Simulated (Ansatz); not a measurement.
One geometry of Al4⁻, several levels of theory.

```yaml
crystal:
  periodic: [false, false, false]
  atoms:
    - {symbol: Al, position_ang: [-1.582465, 0.262703, 0.021257]}
    - {symbol: Al, position_ang: [1.582497, -0.262708, -0.021262]}
    - {symbol: Al, position_ang: [-0.328139, -1.977132, 0.044452]}
    - {symbol: Al, position_ang: [0.328108, 1.977137, -0.044447]}
basis:
  gaussian: {orbitals: def2-TZVPD, initial_orbitals: start.molden}
total_charge: -1
magnetization: {spin_polarized: true, initial_magnetization: 1}
hamiltonian: {xc: pbe, dispersion: d4}
scf: {omitted_lower_state_checks: [starts]}
output: {forces: true, orbitals: {seedname: orbitals}}
```

The file start.molden holds the orbitals of an earlier run on this structure, at another level or in another basis.

```sh
$ ansatz run in.yaml --threads 4 --pin off --events-out ev --progress --plain --max-ram 3916MiB
```

Shortened log:

```
Functional definition: PBE
1056 factors; their error is unknown
mean field evaluation 1: about -26373.8145 eV, gradient 8.5e0 eV
mean field evaluation 2: about -26373.9051 eV, gradient 1.5e-1 eV
mean field evaluation 4: about -26373.9044 eV, gradient 2.2e-3 eV
mean field evaluation 8: about -26373.9044 eV, gradient 1.3e-5 eV
mean field -26373.90437430 eV, -969.2231088812 hartree, gradient 7.5e-6 eV, S^2 0.761275; 0 other end points of the search recorded, 0 dependent functions left out
reference -26373.90441377 eV, -969.2231103317 hartree; 27, 26 occupied and 145, 146 virtual orbitals, 1056 factors
Total energy: -26374.11760459 eV, -969.2309449497 hartree
Atom 0 at    -1.582465     0.262703     0.021257 Å, force     0.017101    -0.002105    -0.000244 eV/Å
Atom 1 at     1.582497    -0.262708    -0.021262 Å, force    -0.017332     0.002140     0.000247 eV/Å
Atom 2 at    -0.328139    -1.977132     0.044452 Å, force    -0.002104    -0.016943     0.000369 eV/Å
Atom 3 at     0.328108     1.977137    -0.044447 Å, force     0.002336     0.016907    -0.000372 eV/Å
Dipole moment:    -0.000011     0.000002     0.000000 e Å
Checks for a lower state left out: starts
```

It took 6.5 s on 4 threads of Arm Neoverse N1 on a shared host.

The first input with `hamiltonian: {xc: hse06, dispersion: d4}`, `output: {orbitals: {seedname: orbitals}}` (abridged; 8.5 s):

```
Functional definition: HSE06
mean field -26375.22973911 eV, -969.2718151396 hartree, gradient 8.6e-6 eV, S^2 0.769574
Total energy: -26375.40877219 eV, -969.2783944838 hartree
Checks for a lower state left out: starts
```

The first input with `gaussian: {orbitals: "def2-TZVPPD.json", initial_orbitals: start.molden}`, `correlation: {method: ccsd_t}`, `scf: {omitted_lower_state_checks: [starts, cluster_reference]}`, `output: {orbitals: {seedname: orbitals}}` and without the key `hamiltonian` (abridged; 39 s):

```
Functional definition: HF
mean field evaluation 16: about -26330.7367 eV, gradient 5.9e-1 eV
mean field evaluation 32: about -26330.9046 eV, gradient 1.5e-5 eV
mean field -26330.90462536 eV, -967.6428972538 hartree, gradient 1.6e-6 eV, S^2 2.135448
20 core orbitals not correlated: weight in the atoms' cores, before any rotation towards them, 1.000 or more for the frozen orbitals, at most 0.000 for the correlated occupied ones
second order -7.16858873 eV of doubles, -0.00000000 eV of singles
cycle   1  -7.46729978 eV  change   -3.0e-1 eV  update   1.7e-1
cycle   2  -7.91225044 eV  change   -4.4e-1 eV  update   7.9e-2
cycle   3  -8.13991894 eV  change   -2.3e-1 eV  update   7.2e-2
cycle   4  -8.27184061 eV  change   -1.3e-1 eV  update   4.7e-2
cycle   5  -8.34366439 eV  change   -7.2e-2 eV  update   2.7e-2
cycle   6  -8.37746299 eV  change   -3.4e-2 eV  update   1.5e-2
cycle   7  -8.39102750 eV  change   -1.4e-2 eV  update   6.7e-3
cycle   8  -8.39789823 eV  change   -6.9e-3 eV  update   3.7e-3
cycle   9  -8.39794301 eV  change   -4.5e-5 eV  update   2.1e-3
cycle  10  -8.39953977 eV  change   -1.6e-3 eV  update   1.3e-3
cycle  11  -8.39980504 eV  change   -2.7e-4 eV  update   7.2e-4
cycle  12  -8.40018455 eV  change   -3.8e-4 eV  update   3.7e-4
cycle  13  -8.40019729 eV  change   -1.3e-5 eV  update   1.7e-4
cycle  14  -8.40023520 eV  change   -3.8e-5 eV  update   8.4e-5
cycle  15  -8.40018893 eV  change    4.6e-5 eV  update   4.0e-5
cycle  16  -8.40020977 eV  change   -2.1e-5 eV  update   2.1e-5
cycle  17  -8.40020255 eV  change    7.2e-6 eV  update   1.2e-5
cycle  18  -8.40020048 eV  change    2.1e-6 eV  update   8.3e-6
perturbative correction -1.01357094 eV, -0.0372480449 hartree
Total energy: -26340.31839678 eV, -967.9888469725 hartree
Checks for a lower state left out: starts, cluster_reference
```

The first input with `gaussian: {orbitals: STO-3G}`, `hamiltonian: {xc: hf}`, `output: {orbitals: {seedname: orbitals}}` (abridged; 0.5 s):

```
Functional definition: HF
mean field evaluation 16: about -25997.1431 eV, gradient 1.9e0 eV
mean field evaluation 32: about -25998.2651 eV, gradient 4.0e-2 eV
mean field -25998.26491780 eV, -955.4186134722 hartree, gradient 5.0e-6 eV, S^2 1.702425; 1 other end points of the search recorded, 0 dependent functions left out
Total energy: -25998.26491780 eV, -955.4186134722 hartree
Checks for a lower state left out: starts
```

As the first input, with `hamiltonian: {xc: hf}`, `output: {orbitals: {seedname: orbitals}}` (abridged; 14 s):

```
Functional definition: HF
mean field evaluation 16: about -26330.8993 eV, gradient 1.3e-1 eV
mean field -26330.90039039 eV, -967.6427416214 hartree, gradient 2.0e-5 eV, S^2 2.134388
Total energy: -26330.90039039 eV, -967.6427416214 hartree
Checks for a lower state left out: starts
```

First input, but with `gaussian: {orbitals: 6-31G}`, `hamiltonian: {xc: {name: B3LYP}, dispersion: d4}`, `output: {orbitals: {seedname: orbitals}}` (abridged; 1.6 s):

```
Functional definition: B3LYP
mean field evaluation 16: about -26386.9571 eV, gradient 5.0e-5 eV
mean field -26386.95711658 eV, -969.7027883122 hartree, gradient 1.9e-5 eV, S^2 0.759609
Total energy: -26387.31732281 eV, -969.7160256471 hartree
Checks for a lower state left out: starts
```

First input, but with `hamiltonian: {xc: {name: PBE-QIDH}}` and without the key `output` (abridged; 22 s):

```
Functional definition: PBE-QIDH
mean field evaluation 16: about -26362.3291 eV, gradient 6.0e-2 eV
mean field -26362.32991425 eV, -968.7977553195 hartree, gradient 6.8e-6 eV, S^2 1.297628
20 core orbitals not correlated: weight in the atoms' cores, before any rotation towards them, 1.000 or more for the frozen orbitals, at most 0.000 for the correlated occupied ones
second order -9.60262481 eV of doubles, -0.00000000 eV of singles
Total energy: -26365.53080140 eV, -968.9153857528 hartree
Checks for a lower state left out: starts
```

Geometry: PBE-D4/def2-TZVPD.

B3LYP takes the VWN-RPA correlation. HSE06 is defined as in plane-wave codes, on full-range PBE exchange. Correlated methods freeze 20 core orbitals. At CCSD(T)/def2-TZVPPD T1 of the charge -1 doublet is large (up to 0.118), so the single-reference result is doubtful. At CCSD(T)/def2-TZVPPD, HF/STO-3G, HF/def2-TZVPD, PBE-QIDH/def2-TZVPD the charge -1 doublet is spin-contaminated (final ⟨S²⟩ up to 2.14, 0.75 for a pure state). At HF/STO-3G the highest occupied level of the charge -1 doublet lies above zero (up to 7.25 eV). In Hartree–Fock with STO-3G the lack of diffuse functions raises the level. The structure comes from a short search, and lower isomers may exist.
